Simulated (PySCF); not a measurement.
CH₈GaNS.
Atom-mapped SMILES: `[CH3:1][S:2][GaH2-:3][NH3+:4]` (hydrogens: H5, H6, H7 on C1; H8, H9 on Ga3; H10, H11, H12 on N4)

Method: PySCF, PBE0-D3(BJ)/def2-SVP geometry optimisation, gas phase; density fitting, grid level 1; the optimiser is geomeTRIC in internal coordinates, started from a GFN2-xTB structure with every atom displaced at random (about 0.01 Å).

Step 0: E = -65846.3340 eV
```
atom  x, y, z in Å  |  force x, y, z in eV/Å
C1      2.4948   -0.2890   -0.1249   -1.931   1.046  -0.439
S2      0.9224   -0.8964    0.6339    0.338  -0.113   0.045
Ga3    -0.4672    0.7619    0.0282   -0.098  -0.005   0.274
N4     -2.2601   -0.3923    0.1369   -1.078   0.373   0.734
H5      3.0083    0.3391    0.5837    0.498   0.352   0.473
H6      2.2431    0.3249   -1.0252    0.333  -0.432   0.356
H7      3.0792   -1.1342   -0.3932    0.789  -1.003  -0.367
H8     -0.8677    1.8946    1.0160   -0.110   0.171   0.437
H9     -0.3514    1.1953   -1.4395    0.070   0.036  -0.759
H10    -3.1453    0.1072   -0.1016    0.893  -0.332   0.090
H11    -2.3953   -0.7129    1.1152    0.206   0.165  -0.643
H12    -2.2212   -1.2265   -0.4387    0.089  -0.258  -0.199
```

Step 1: E = -65846.4450 eV
```
atom  x, y, z in Å  |  force x, y, z in eV/Å
C1      2.4574   -0.2637   -0.1435    0.024  -0.204   0.067
S2      0.9817   -0.8806    0.7434    0.005   0.076  -0.017
Ga3    -0.4577    0.7401    0.1115   -0.039   0.163  -0.071
N4     -2.2624   -0.4021    0.1417    0.128  -0.221   0.249
H5      3.0270    0.4248    0.4989    0.026  -0.038  -0.079
H6      2.1799    0.2503   -1.0741    0.015   0.017  -0.054
H7      3.0909   -1.1300   -0.4002   -0.048   0.141   0.062
H8     -0.8852    1.8845    1.1241   -0.004  -0.118   0.027
H9     -0.3513    1.1062   -1.4351    0.007  -0.077   0.107
H10    -3.0060    0.2035   -0.1914   -0.248   0.017  -0.090
H11    -2.5232   -0.7352    1.0751    0.092   0.152  -0.138
H12    -2.2117   -1.2261   -0.4595    0.043   0.092  -0.063
```

Step 2: E = -65846.4682 eV
```
atom  x, y, z in Å  |  force x, y, z in eV/Å
C1      2.4495   -0.2827   -0.1534   -0.058  -0.104  -0.022
S2      0.9762   -0.8255    0.7832    0.042   0.083  -0.005
Ga3    -0.4721    0.7846    0.1408   -0.014   0.108  -0.029
N4     -2.2431   -0.4032    0.1300   -0.055   0.056  -0.044
H5      3.0457    0.4293    0.4341    0.007   0.012  -0.008
H6      2.1725    0.1807   -1.1121    0.002  -0.005   0.003
H7      3.0664   -1.1679   -0.3645    0.005   0.007   0.023
H8     -0.9407    1.8949    1.1660   -0.006  -0.072   0.046
H9     -0.3537    1.1530   -1.3960    0.028  -0.032   0.016
H10    -3.0170    0.1681   -0.2121   -0.031  -0.086   0.004
H11    -2.4972   -0.7455    1.0566    0.032   0.016   0.027
H12    -2.1471   -1.2143   -0.4818    0.047   0.016  -0.013
```

Problem. Estimate the geometry and energy of step 3. (The exact step hangs on the optimiser's Hessian estimate; all steps are aligned on step 2, rigid shifts and turns removed.)

Solution. E = -65846.5005 eV, largest force 0.418 eV/Å
```
atom  x, y, z in Å  |  force x, y, z in eV/Å
C1      2.4096   -0.3300   -0.1768   -0.082   0.025  -0.129
S2      0.9648   -0.6873    0.8737    0.022   0.047   0.089
Ga3    -0.5020    0.8982    0.2072    0.034   0.003   0.000
N4     -2.1836   -0.4052    0.0981   -0.227   0.233  -0.263
H5      3.0601    0.4289    0.2777   -0.012   0.060   0.038
H6      2.1125    0.0079   -1.1818    0.002  -0.007   0.038
H7      2.9897   -1.2538   -0.2815    0.046  -0.117  -0.004
H8     -1.0626    1.9246    1.2636   -0.005  -0.014   0.050
H9     -0.3408    1.2820   -1.3120    0.045   0.046  -0.073
H10    -3.0155    0.0690   -0.2647    0.114  -0.066   0.066
H11    -2.4201   -0.7792    1.0134    0.004  -0.132   0.117
H12    -1.9727   -1.1834   -0.5263    0.060  -0.077   0.072
```

The energy changes by -0.0323 eV. The first-order estimate −F·Δx gives -0.0487 eV and the mean of the old and new forces, exact on a quadratic surface, -0.0368 eV. The step makes an angle of 68° with the force vector and moves no atom by more than 0.196 Å.

The cost below is that of the whole optimisation. The run took 2.5 min of wall time on one thread, Intel Xeon Platinum 8259CL at 2.50 GHz (x86_64) (shared host), and the process peaked at 0.50 GiB of memory.
